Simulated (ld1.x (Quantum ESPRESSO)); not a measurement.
Before and after: RRKJ potential for manganese

ld1.x (Quantum ESPRESSO) 7.5 input, shortened:

```
&input
   title='Mn', zed=25., rel=2, dft='PZ', iswitch=3,
   config='[Ar] 3d5 4s2 4p0 4f-2', rel_dist='average'
 /
 &inputp
   pseudotype=2, tm=.false., rho0=0.02, lloc=-1, rcloc=3.10,
   nlcc=.false.
 /
4
4S  1  0   2.00   0.00  2.40  2.40  0.0
4P  2  1   0.00   0.00  3.70  3.70  0.0
3D  3  2   5.00   0.00  1.90  1.90  0.0
4F  4  3  -2.00   0.25  3.35  3.35  0.0
 &test
   configts(1)='3d5 4s2 4p0'
 /
```

Open shells are filled in proportion to 2j + 1 (rel_dist='average').

All-electron outer shells of the reference configuration (LDA (PZ), scalar-relativistic, ld1.x):

| shell | level (eV) | outermost node (bohr) | outermost maximum (bohr) |
| --- | --- | --- | --- |
| 3s | -85.40 | 0.34 | 0.74 |
| 3p | -54.49 | 0.31 | 0.75 |
| 3d | -7.01 | – | 0.75 |
| 4s | -5.29 | 1.06 | 2.47 |
| 4p | -1.47 | 1.16 | 3.38 |

Change: core correction a·sin(br)/r model core inside 1.18 bohr.

Cutoffs: the cutoffs (Ry, on a coarse ladder) from which the occupation-weighted sum of valence levels, in a spherical-Bessel basis at the reference potential, stays within 10 and 1 mRy of its value at 400 Ry; they do not see the model core or the augmentation charge, which bear on the density cutoff. Errors are all-electron minus pseudo energies relative to the spin-unpolarised reference configuration.

**Question.** What does the change do?

**Answer.** The potential gets neither clearly harder nor softer (50 Ry and 70 Ry → 50 Ry and 70 Ry); of the 7 tests that both files solve, the error grows in 3 and shrinks in 4 by more than 15 % and 0.3 meV (median size 25.9 → 12.8 meV); neither file shows a bound ghost. A model core, the more so a compact one, raises the density cutoff, which this test does not measure.

```csv
quantity,base,changed
"cutoff, loose",50 Ry,50 Ry
"cutoff, tight",70 Ry,70 Ry
bound ghosts,none,none
"error for 3d5 4s1 4p0, meV [ΔE 8.65 eV]",+8.6,-0.2
"error for 3d5 4s0 4p0, meV [ΔE 24.53 eV]",+58,-13
"error for 3d4 4s0 4p0, meV [ΔE 57.34 eV]",-72,-339
"error for 3d5 4s0 4p1, meV [ΔE 13.47 eV]",+26,-0.7
"error for 3d5.5 4s1.5 4p0, meV [ΔE -0.51 eV]",-14,-25
"error for 3d6 4s0 4p0, meV [ΔE 7.02 eV]",-41,-113
"error for 3d5 4s0 4p2, meV [ΔE 8.08 eV]",+13,-3.2
s: phases at 4.00 bohr within 0.05 rad from the reference energy up to (Ry; the scan ends near 5),0.8,0.8
p1/2: phases at 4.00 bohr within 0.05 rad from the reference energy up to (Ry; the scan ends near 5),1.3,1.3
p3/2: phases at 4.00 bohr within 0.05 rad from the reference energy up to (Ry; the scan ends near 5),1.3,1.3
d3/2: phases at 4.00 bohr within 0.05 rad from the reference energy up to (Ry; the scan ends near 5),0.2,0.2
d5/2: phases at 4.00 bohr within 0.05 rad from the reference energy up to (Ry; the scan ends near 5),0.2,0.2
f5/2: phases at 4.00 bohr within 0.05 rad from the reference energy up to (Ry; the scan ends near 5),2.9,2.9
f7/2: phases at 4.00 bohr within 0.05 rad from the reference energy up to (Ry; the scan ends near 5),2.9,2.9
```
